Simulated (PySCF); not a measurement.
# Gas-phase XPS of aluminum trifluoride, computed

Aluminum trifluoride, AlF3.
Bonds: F1–Al2, Al2–F3, Al2–F4.

Theory: PySCF, delta-SCF UKS SCAN, pcX-2 on the ionised atom, pcseg-1 elsewhere, spin-free X2C. Each binding energy is the total energy of the core-ionised species, with the hole localised on one atom, minus that of the ground state; both are solved self-consistently, so orbital relaxation is included.

Question: Give the core binding energies atom by atom.

Answer: 
| atom(s) | bonded to | level | binding energy (eV) | count |
| --- | --- | --- | --- | --- |
| F1/F3/F4 | Al | F 1s | 693.03 | 3 |
| Al2 | 3 F | Al 1s | 1570.48 | 1 |

Question: Which effective nuclear charge Zeff reproduces each element's mean 1s value in the hydrogen-like formula E = 13.606 eV × Zeff²?

Answer: F (Z = 9): mean 693.0 eV, Zeff = 7.14, Z − Zeff = 1.86; Al (Z = 13): mean 1570.5 eV, Zeff = 10.74, Z − Zeff = 2.26. Means run over the listed sites, weighted by atom count.

Question: Give the binding energy of F 1s of F1/F3/F4 in hartree and in kJ/mol.

Answer: 693.03 eV = 25.4684 Eh = 66867 kJ/mol.

The first atom of each set that the bonding makes equivalent was ionised and stands for the set. Isolated species at its PBE0-D3(BJ)/def2-SVP geometry, gas phase.
